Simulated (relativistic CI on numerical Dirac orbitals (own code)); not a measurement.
## Electric-dipole transitions in Se II

Calculated at this level of theory: Dirac-Coulomb-Breit CI, KLI orbitals optimised for each configuration, model QED (radiative potential, 1s self-energy scaled to tabulated hydrogen-like ionisation energies), valence Slater integrals scaled by 0.85, P86 correlation estimate, and configurations built on the next ion tied to the tabulated ionisation energy (semi-empirical) (own radial code, finite nucleus).

CI space (outside the closed core [Ar] 3d10): 4s2 4p3, 4s 4p4, 4s2 4p2 5s, 4s2 4p2 5p, 4s2 4p2 5d, 4s2 4p2 4d, 4s2 4p2 6s, 4s2 4p2 4f, 4s2 4p2 5f, 4p5, 4s2 4p 4d2, 4s 4p3 4d, 4s2 4p2 6p, 4s2 4p2 6d, 4s2 4p2 5g, 4s2 4p2 6f. Levels of other configurations are missing.

| λ vac (nm) | Lower | Upper | A (s⁻¹) | log gf | S velocity/length |
| --- | --- | --- | --- | --- | --- |
| 65.310 | 4s2 4p3 2D°_3/2 [2] | 4s2 4p2 6d 2F_5/2 [230] | 3.66e+09 | 0.15 | 0.59 |
| 65.718 | 4s2 4p3 2D°_5/2 [3] | 4s2 4p2 6d 2F_7/2 [229] | 4.54e+09 | 0.37 | 0.60 |
| 67.174 | 4s2 4p3 2D°_5/2 [3] | 4s2 4p2 6d 2P_3/2 [220] | 5.65e+09 | 0.18 | 0.66 |
| 68.549 | 4s2 4p3 4S°_3/2 [1] | 4s2 4p2 5d 4P_3/2 [103] | 5.09e+09 | 0.16 | 0.67 |
| 68.771 | 4s2 4p3 2D°_5/2 [3] | 4s2 4p2 6d 2F_7/2 [201] | 6.32e+09 | 0.55 | 0.70 |
| 68.881 | 4s2 4p3 4S°_3/2 [1] | 4s2 4p2 5d 4P_5/2 [98] | 3.87e+09 | 0.22 | 0.67 |
| 69.045 | 4s2 4p3 2D°_3/2 [2] | 4s2 4p2 5d 2F_5/2 [199] | 5.77e+09 | 0.39 | 0.70 |
| 69.680 | 4s2 4p3 2D°_3/2 [2] | 4s2 4p2 5d 2D_3/2 [193] | 5.14e+09 | 0.17 | 0.68 |
| 69.848 | 4s2 4p3 2D°_5/2 [3] | 4s2 4p2 5d 2D_5/2 [194] | 3.96e+09 | 0.24 | 0.67 |
| 72.528 | 4s2 4p3 2P°_1/2 [4] | 4s2 4p2 6d 2D_3/2 [200] | 4.51e+09 | 0.15 | 0.79 |
| 72.692 | 4s2 4p3 2P°_3/2 [5] | 4s2 4p2 6d 2D_5/2 [209] | 3.80e+09 | 0.26 | 0.78 |
| 75.611 | 4s2 4p3 2D°_5/2 [3] | 4s2 4p2 5d 2F_7/2 [110] | 2.40e+09 | 0.22 | 0.76 |
| 76.461 | 4s2 4p3 2D°_3/2 [2] | 4s2 4p2 5d 2F_5/2 [93] | 2.23e+09 | 0.07 | 0.77 |
| 80.205 | 4s2 4p3 4S°_3/2 [1] | 4s2 4p2 4d 4P_1/2 [49] | 7.75e+09 | 0.17 | 0.93 |
| 80.637 | 4s2 4p3 4S°_3/2 [1] | 4s2 4p2 4d 4P_3/2 [48] | 7.58e+09 | 0.47 | 0.93 |
| 81.336 | 4s2 4p3 2D°_5/2 [3] | 4s2 4p2 4d 2D_5/2 [66] | 2.16e+09 | 0.11 | 0.97 |
| 81.352 | 4s2 4p3 4S°_3/2 [1] | 4s2 4p2 4d 4P_5/2 [46] | 6.99e+09 | 0.62 | 0.93 |
| 87.152 | 4s2 4p3 2D°_3/2 [2] | 4s2 4p2 4d 2F_5/2 [53] | 2.62e+09 | 0.25 | 1.05 |
| 87.917 | 4s2 4p3 2D°_5/2 [3] | 4s2 4p2 4d 2F_7/2 [52] | 4.96e+09 | 0.66 | 1.03 |
| 90.347 | 4s2 4p3 2D°_3/2 [2] | 4s2 4p2 4d 2D_5/2 [50] | 1.93e+09 | 0.15 | 0.97 |

Terms are leading LS components. Brackets give the number of a level in order of energy, since labels repeat. The list gives strong lines, with weight on those to low levels, without configurations that were not tied to measured data, among the lowest 255 of 394 levels, so that lines to higher ones, which can be the strongest, are missing, and without lines across small gaps between configurations, and without 76 lines that miss the measured interval by over 3.5 %, start from a term whose rates miss tabulated ones by over 60 %, have gauges far apart or, lacking measured levels, span too small a gap for the errors found; lines with a level outside our table were not tested and can miss by more. Levels whose partners in the same complex of configurations lie outside the list can be far off, and so can their lines. Rates are taken at the computed energies, electric ones in the length gauge. A velocity-to-length ratio far from 1 marks an uncertain rate.

Configurations that consist of the next ion and one excited electron were tied to the tabulated ionisation energy; Rydberg ones are usually within 1,000 to 3,000 cm⁻¹ and the lowest ones within about 6,000 (9,000 in d shells), while levels on excited terms of the next ion carry the error of that term, and the other configurations can be misplaced by 10,000 cm⁻¹ or more. Rates follow the energies as ν³ (E1, M1) or ν⁵ (E2), so rates, branching and lifetimes can be off by large factors. The fine structure of a lone outer electron comes out too small, for d and f at times inverted, and misplaced configurations move strength between like terms. 15 of the 15 excited levels that our extract of the measured tables holds in this range could be paired (the sources list more); they are missed by 1305 cm⁻¹ on average and 2286 at most, and levels without a partner can miss by more.

LS names give the leading component of a level, which can be under half, so a name can repeat, a term be missing and a line seem to break the LS rules.
